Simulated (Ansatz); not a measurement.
Mulliken charges of C2H4AlCl (`[Cl][Al]1[CH2][CH2]1`) from r2SCAN/def2-TZVPP in Ansatz (PBE0-D4/def2-TZVP geometry).

```csv
atom,x (Å),y (Å),z (Å),charge (e)
Cl1,0.032,-1.065,3.140,-0.192
Al2,0.019,-0.402,1.168,0.540
C3,0.253,0.871,-0.205,-0.289
C4,-0.236,-0.589,-0.692,-0.289
H5,1.234,1.158,-0.580,0.058
H6,-0.464,1.667,-0.399,0.058
H7,0.475,-1.103,-1.336,0.058
H8,-1.222,-0.595,-1.153,0.058
```

Q: By hand: the dipole of these point charges (1 e Å = 4.8032 D).

A: Σ q r = (0.001, -0.029, 0.086) e Å, of length 0.091 e Å = 0.44 D.

Q: How does the dipole of the full density compare? (An estimate is asked.)

A: Ansatz gave: (0.000, 0.021, -0.063) e Å, 0.32 D; the point charges give 1.38 times that, at 179° from its direction, so they point the opposite way.

Point charges leave out the atoms' own dipoles, such as those of lone pairs, and Mulliken's split depends on the basis, so the two needn't agree.
